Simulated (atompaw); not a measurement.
**What one change does to a pseudopotential (hafnium, PAW (atompaw))**

```
Element                 : hafnium
Generator               : atompaw 4.2.0.5
Type                    : PAW
Functional              : PBEsol
Relativity              : scalar-relativistic
Frozen core             : [Kr] 4d10 4f14
Valence charge          : 12
Reference configuration : 5s2 5p6 5d2 6s1 6p1
Partial waves           : 5s (bound): rc 1.85 bohr; 6s (bound): rc 1.60 bohr; 5p (bound): rc 1.90 bohr; 6p (bound): rc 2.00 bohr; 5d (bound): rc 2.00 bohr; 5d channel at 3.9 Ry: rc 2.00 bohr; 5f channel at 0.2 Ry: rc 1.80 bohr
Local potential         : troulliermartins scheme with l = 4 at 0 Ry, radius 1.65 bohr
Core correction         : smooth core density matched at 1.65 bohr
Augmentation charge     : sinc compensation charge, radius 1.85 bohr; PAW radius 2.00 bohr; waves and projectors: modrrkj vanderbiltortho
```

All-electron outer shells of the reference configuration (PBEsol, scalar-relativistic, ld1.x):

```csv
shell,level (eV),outermost node (bohr),outermost maximum (bohr)
4d,-207.99,0.23,0.47
5s,-68.53,0.55,1.01
5p,-37.07,0.60,1.16
4f,-18.34,–,0.45
6s,-6.03,1.36,2.85
5d,-3.91,0.67,1.67
6p,-2.06,1.65,3.95
```

Change: reference 5s2 5p6 5d2 6s1.5 6p0.5; added wave 5f channel at 1.05 Ry: rc 2.00 bohr.

Cutoffs: the cutoffs (Ry, on a coarse ladder) from which the occupation-weighted sum of valence levels, in a spherical-Bessel basis at the reference potential, stays within 10 and 1 mRy of its value at 400 Ry; they do not see the model core or the augmentation charge, which bear on the density cutoff.

Problem. What does the change do?

Solution. The potential gets neither clearly harder nor softer (25 Ry and 35 Ry → 25 Ry and 35 Ry); the bound ghosts move from s to f, s.

| quantity | base | changed |
| --- | --- | --- |
| cutoff, loose | 25 Ry | 25 Ry |
| cutoff, tight | 35 Ry | 35 Ry |
| loose cutoff by channel (10 mRy a level) | s 18 Ry, p 15 Ry, d 18 Ry | s 18 Ry, p 15 Ry, d 15 Ry |
| bound ghosts | s | s, f |
| s: phases at 2.01 bohr within 0.05 rad from the reference energy up to (Ry; the scan ends near 5) | to the end of the scan | to the end of the scan |
| p: phases at 2.01 bohr within 0.05 rad from the reference energy up to (Ry; the scan ends near 5) | 3.8 | 3.8 |
| d: phases at 2.01 bohr within 0.05 rad from the reference energy up to (Ry; the scan ends near 5) | -0.2 | -0.2 |
| f: phases at 2.01 bohr within 0.05 rad from the reference energy up to (Ry; the scan ends near 5) | n/a | 1.8 |
| lowest overlap eigenvalue by channel | s 0.20, p 0.83, d 1.00, f 1.00 | s 0.20, p 0.83, d 1.00, f 1.00 |

 A true bound ghost makes a file unfit for plane-wave use even where its test errors are small: the radial tests pick states by their node count and pass the ghost by. The cutoffs see the waves, projectors and local potential, not the compensation charge or the core.
